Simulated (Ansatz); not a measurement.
Program: Ansatz. Geometries: PBE0-D4/def2-TZVP. ΔE: electronic, gas phase. CCSD(T)/CBS is the MP2 limit (def2-TZVPP, def2-QZVPP) plus CCSD(T) − MP2 in def2-TZVPP, frozen cores. Functionals use def2-TZVPP. HSE06 is defined as in plane-wave codes. For Ge outer-core shells are correlated without core-valence functions, which leaves a few kJ/mol of doubt a bond. Scalar relativity is left out up to krypton. Each species was taken in one conformer, which may not be the lowest.

Reaction (redistribution): `BN(C)[SiH2][SiH3]` + `C[O][GeH]([F])[F]` → `[F][GeH]([F])[O][SiH3]` + `BN(C)[SiH2]C`

`BN(C)[SiH2][SiH3]`:

```xyz
15

B     0.917    1.110   -0.868
N     0.785   -0.187   -0.375
C     1.802   -1.205   -0.611
Si   -0.608   -0.701    0.565
Si   -2.156    1.022    0.866
H     0.054    1.913   -0.648
H     1.888    1.410   -1.504
H     2.618   -0.784   -1.198
H     2.209   -1.579    0.333
H     1.385   -2.058   -1.156
H    -0.125   -1.213    1.880
H    -1.240   -1.862   -0.127
H    -2.691    1.500   -0.435
H    -1.557    2.162    1.608
H    -3.283    0.471    1.670
```

`C[O][GeH]([F])[F]`:

Cartesian coordinates in Å:
```
C 0.026 0.036 -1.400
O 0.846 -0.130 -0.252
Ge 0.169 -0.065 1.347
F -1.085 -1.238 1.479
F -0.660 1.431 1.552
H 0.674 -0.046 -2.273
H -0.456 1.018 -1.409
H -0.743 -0.741 -1.457
H 1.229 -0.264 2.413
```

`[F][GeH]([F])[O][SiH3]`:

```xyz
9

F    -0.055    2.387    0.516
Ge    0.782    0.960    0.975
F    -0.070    0.379    2.350
O     0.618   -0.201   -0.296
Si   -0.611   -1.013   -1.044
H     2.230    1.259    1.312
H    -1.924   -0.427   -0.672
H    -0.404   -0.906   -2.508
H    -0.565   -2.438   -0.633
```

`BN(C)[SiH2]C`:

```xyz
15

B     0.746    1.722   -0.939
N     0.596    0.430   -0.436
C     1.687   -0.254    0.247
Si   -0.910   -0.461   -0.580
C    -1.689   -0.753    1.089
H     1.797    2.287   -0.810
H    -0.179    2.248   -1.490
H     1.434   -0.469    1.290
H     2.580    0.371    0.235
H     1.923   -1.205   -0.242
H    -1.815    0.310   -1.463
H    -0.596   -1.779   -1.203
H    -2.619   -1.316    0.977
H    -1.923    0.195    1.580
H    -1.032   -1.326    1.746
```

CCSD(T)/CBS gives -199.8 kJ/mol.

(1) Another level gave -169.4 kJ/mol. Which?
A. RPA@PBE/def2-TZVPP
B. PBE/def2-TZVPP
C. HSE06-D4/def2-TZVPP
D. BHLYP/def2-TZVPP

Largest T1 diagnostic among the species: 0.013.

Results:

(1) B. PBE -169.4, RPA@PBE/def2-TZVPP -189.9, HSE06-D4 -179.8, BHLYP -205.2 kJ/mol.

In def2-TZVPP, CCSD(T) changes the Hartree–Fock value by +18.6 kJ/mol (the triples alone add +3.4 kJ/mol) and MP2 by +4.5 kJ/mol. Leaving LDA and LC-ωPBE aside and taking each functional with its dispersion term where it has one, the values, not all of them listed here, spread over 36.1 kJ/mol, from BHLYP-D4 to revPBE-D4.
